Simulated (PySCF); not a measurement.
## Deuteron quadrupole couplings in `CCOC[Se]C`

Compound: C4H10OSe.
Numbering: `[CH3:1][CH2:2][O:3][CH2:4][Se:5][CH3:6]` (hydrogens: H7, H8, H9 on C1; H10, H11 on C2; H12, H13 on C4; H14, H15, H16 on C6)

Geometry (PBE0-D3(BJ)/def2-SVP, Å), atoms numbered from 1 in this order:
```
atom  x, y, z in Å
C1    -2.5348   -0.0656    0.3004
C2    -1.2781    0.5078   -0.3256
O3    -0.1659    0.5052    0.5369
C4     0.3882   -0.7491    0.7668
Se5    2.1433   -0.5743    1.5709
C6     2.9383    0.3979    0.0916
H7    -3.3915    0.0555   -0.3798
H8    -2.7643    0.4550    1.2423
H9    -2.4348   -1.1401    0.5180
H10   -1.4376    1.5628   -0.5961
H11   -1.0325   -0.0362   -1.2613
H12    0.4831   -1.3205   -0.1780
H13   -0.1963   -1.3607    1.4796
H14    3.9125    0.7765    0.4282
H15    2.2829    1.2417   -0.1596
H16    3.0810   -0.2542   -0.7813
```

Level: PBE0/pcSseg-1 (PySCF, non-relativistic); Q(2H) = 0.00286 b; rigid geometry, the same for H and D, with no vibrational averaging.

Task: Rank these positions by the coupling χzz of a deuteron there, largest first.
A. H16 (methyl hydrogen)
B. H11 (methylene hydrogen)
C. H10 (methylene hydrogen)
D. H13 (methylene hydrogen)

Result: A (198 kHz), C (189 kHz), D (183 kHz), B (179 kHz).

Task: Tabulate Vzz, the asymmetry η and χzz = 234.96 MHz × Q × Vzz for every hydrogen position.

Result: 
```json
{"atom": "H7", "bonded to": "C1", "bond length (Å)": "1.101", "Vzz (au)": "0.2923", "η": "0.03", "χzz (kHz)": "196"}
{"atom": "H8", "bonded to": "C1", "bond length (Å)": "1.100", "Vzz (au)": "0.2910", "η": "0.02", "χzz (kHz)": "196"}
{"atom": "H9", "bonded to": "C1", "bond length (Å)": "1.101", "Vzz (au)": "0.2913", "η": "0.03", "χzz (kHz)": "196"}
{"atom": "H10", "bonded to": "C2", "bond length (Å)": "1.101", "Vzz (au)": "0.2812", "η": "0.06", "χzz (kHz)": "189"}
{"atom": "H11", "bonded to": "C2", "bond length (Å)": "1.110", "Vzz (au)": "0.2665", "η": "0.08", "χzz (kHz)": "179"}
{"atom": "H12", "bonded to": "C4", "bond length (Å)": "1.108", "Vzz (au)": "0.2680", "η": "0.07", "χzz (kHz)": "180"}
{"atom": "H13", "bonded to": "C4", "bond length (Å)": "1.106", "Vzz (au)": "0.2724", "η": "0.06", "χzz (kHz)": "183"}
{"atom": "H14", "bonded to": "C6", "bond length (Å)": "1.098", "Vzz (au)": "0.2964", "η": "0.03", "χzz (kHz)": "199"}
{"atom": "H15", "bonded to": "C6", "bond length (Å)": "1.098", "Vzz (au)": "0.2919", "η": "0.01", "χzz (kHz)": "196"}
{"atom": "H16", "bonded to": "C6", "bond length (Å)": "1.099", "Vzz (au)": "0.2943", "η": "0.02", "χzz (kHz)": "198"}
```

Task: How does χzz go with the bond length over the 10 C–H bonds?

Result: A straight-line fit has a slope of -17.0 kHz for each 0.01 Å, with a correlation coefficient of -0.96, over lengths from 1.098 to 1.110 Å. The longer bonds have the smaller couplings here.

Task: A static deuteron (I = 1) shows a doublet split by (3/2)χ, (3/4)χ(1 + η) and (3/4)χ(1 − η) with the field along z, y and x of the gradient. What are these for H14?

Result: With |χ| = 199.2 kHz and η = 0.033: 299, 154 and 144 kHz, to first order and without motion.

The structure is a single PBE0-D3(BJ)/def2-SVP conformer in the gas phase; no vibrational or solvent corrections. The calculation is non-relativistic, for selenium too. A larger basis could move these couplings by a tenth or more.
